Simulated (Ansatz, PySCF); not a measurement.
Reaction (SMILES): CCl (CH3Cl) -> [CH2]Cl + H atom (the C-H bond at the site shown breaks; other sites are not compared here)
Each molecule is optimised on its own at B3LYP-D3(BJ)/def2-TZVP (Ansatz, a quantum-chemistry and plane-wave program).
Geometry of the first species:
```xyz
5

C      0.0082     0.0133    -1.1337
Cl    -0.0048    -0.0077     0.6605
H      0.0175     1.0478    -1.4634
H      0.8997    -0.5040    -1.4752
H     -0.8852    -0.4920    -1.4879
```
Charge 0, spin multiplicity 1.

Quantity: bond dissociation energy (enthalpy at 298 K, with B3LYP-D3(BJ) rigid-rotor harmonic-oscillator terms from PySCF), in kcal/mol. Valence correlation only, unless marked. UHF or UKS for open shells. Spin-orbit coupling is left out. Non-relativistic. Basis-set limits of correlation are two-point, X^-3; Hartree-Fock from the larger set.

```json
[
 {"level": "HF/def2-TZVPP", "program": "Ansatz", "bond dissociation energy (kcal/mol)": "75.3"},
 {"level": "M06-L-D4/def2-TZVPD", "program": "PySCF + dftd4", "bond dissociation energy (kcal/mol)": "96.1"},
 {"level": "PBE0-D3(BJ)/def2-TZVPD", "program": "Ansatz + dftd3", "bond dissociation energy (kcal/mol)": "95.1"},
 {"level": "CAM-B3LYP-D3(BJ)/def2-TZVPD", "program": "Ansatz + dftd3", "bond dissociation energy (kcal/mol)": "97.3"},
 {"level": "MP2/cc-pV(Q+d)Z", "program": "Ansatz", "bond dissociation energy (kcal/mol)": "99.0"},
 {"level": "RI-MP2/CBS(def2-TZVPP,def2-QZVPP)", "program": "Ansatz", "bond dissociation energy (kcal/mol)": "99.8"}
]
```

Problem. Predict the CCSD(T)/CBS(def2-TZVPPD,def2-QZVPPD) result (Ansatz).

Solution. 99.5 kcal/mol, so RI-MP2/CBS(def2-TZVPP,def2-QZVPP) differs from it by 0.3 kcal/mol.
